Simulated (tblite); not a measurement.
Species: C₅H₅N₂S (doublet state).
Atom-mapped SMILES: `[CH2:1]=[C:2][c:3]1[n:4][s:5][c:6]([CH3:7])[n:8]1` (hydrogens: H9, H10 on C1; H11, H12, H13 on C7)
Bond orders are those of one Lewis drawing.

Computed with GFN2-xTB (tblite), gas phase: L-BFGS steps from a force-field or distance-geometry start until the largest atomic force falls under 0.01 eV/Å.

The end geometry, which sets the zero of energy:
```
atom  x, y, z in Å
C1      3.2714   -0.6244    0.2668
C2      2.0938   -0.1405    0.0893
C3      0.8572    0.3588   -0.0952
N4      0.6386    1.6307   -0.5017
S5     -0.9437    1.9149   -0.6249
C6     -1.3290    0.2482   -0.1087
C7     -2.7183   -0.2340    0.0121
N8     -0.2693   -0.4139    0.1240
H9      3.7830   -0.5673    1.2192
H10     3.8196   -1.1188   -0.5250
H11    -3.2537    0.3527    0.7575
H12    -3.2373   -0.1259   -0.9394
H13    -2.7166   -1.2800    0.3083
```

Question: These geometries come from the run, each turned onto the end geometry. Order them by energy, lowest first.
A.
```
atom  x, y, z in Å
C1      3.0240   -0.6708    0.3994
C2      2.1210   -0.0514   -0.2776
C3      0.9114    0.4856   -0.5416
N4      0.6165    1.7874   -0.7116
S5     -0.9724    2.0340   -0.5435
C6     -1.2465    0.2632   -0.3023
C7     -2.5366   -0.2954    0.1397
N8     -0.1636   -0.3807   -0.4343
H9      2.9814   -0.7113    1.4842
H10     3.8655   -1.1561   -0.0665
H11    -2.7405    0.0793    1.1405
H12    -3.3547   -0.0054   -0.5088
H13    -2.5097   -1.3780    0.2047
```
B.
```
atom  x, y, z in Å
C1      3.1269   -0.6623    0.3516
C2      2.1192   -0.0683   -0.1880
C3      0.8818    0.4556   -0.3570
N4      0.6069    1.7480   -0.6213
S5     -0.9872    1.9941   -0.6955
C6     -1.2974    0.2686   -0.3116
C7     -2.6126   -0.2677    0.0821
N8     -0.2098   -0.3783   -0.1997
H9      3.2540   -0.6857    1.4349
H10     3.9200   -1.1718   -0.1815
H11    -2.8141    0.1031    1.0858
H12    -3.4530    0.0132   -0.5422
H13    -2.5389   -1.3480    0.1246
```
C.
```
atom  x, y, z in Å
C1      3.2414   -0.6337    0.3243
C2      2.0810   -0.1368    0.0771
C3      0.8569    0.3784   -0.1395
N4      0.6417    1.6097   -0.6563
S5     -0.9365    1.8788   -0.8353
C6     -1.3260    0.2643   -0.1597
C7     -2.7022   -0.2302    0.0400
N8     -0.2672   -0.3710    0.1408
H9      3.6810   -0.5696    1.3142
H10     3.8511   -1.1054   -0.4410
H11    -3.0684    0.0829    1.0190
H12    -3.3733    0.1515   -0.7288
H13    -2.6837   -1.3185    0.0275
```
D.
```
atom  x, y, z in Å
C1      3.2803   -0.6041    0.2935
C2      2.0898   -0.1607    0.0991
C3      0.8533    0.3274   -0.1135
N4      0.6469    1.5881   -0.5612
S5     -0.9321    1.8790   -0.7064
C6     -1.3329    0.2346   -0.1350
C7     -2.7272   -0.2225    0.0200
N8     -0.2797   -0.4303    0.1206
H9      3.7861   -0.5055    1.2452
H10     3.8454   -1.1087   -0.4793
H11    -3.1757    0.2546    0.8927
H12    -3.3153    0.0494   -0.8550
H13    -2.7433   -1.3009    0.1614
```
E.
```
atom  x, y, z in Å
C1      2.9092   -0.6608    0.2967
C2      2.2419   -0.1203   -0.6787
C3      0.9818    0.4603   -0.6139
N4      0.7527    1.7512   -0.7222
S5     -0.8081    2.0771   -0.4334
C6     -1.1825    0.3389   -0.1363
C7     -2.5026   -0.3046    0.1876
N8     -0.0937   -0.3454   -0.2823
H9      2.3747   -0.6074    1.2403
H10     3.8732   -1.1226    0.3211
H11    -2.8691   -0.0410    1.1834
H12    -3.2623   -0.0361   -0.5458
H13    -2.4195   -1.3888    0.1656
```

Answer: D (0.003 eV), C (0.025 eV), B (0.143 eV), A (0.253 eV), E (0.691 eV).

In the order of the answer:

```tsv
step	E above end (eV)	largest force (eV/Å)	rms force component (eV/Å)	rms distance from end (Å)	rms bond change (Å)	bond most changed (Å)
90	0.003	0.03	0.013	0.099	0.001	C7–H11 +0.002
34	0.025	0.21	0.070	0.198	0.002	S5–C6 +0.006
25	0.143	0.33	0.113	0.343	0.005	C1–H9 +0.008
17	0.253	0.40	0.121	0.453	0.007	S5–C6 +0.021
3	0.691	0.87	0.310	0.619	0.020	C2–C3 +0.043
```

The cost below is that of the whole relaxation. The run took 0.48 s on Arm Neoverse V2, one thread, no GPU, on a shared host.
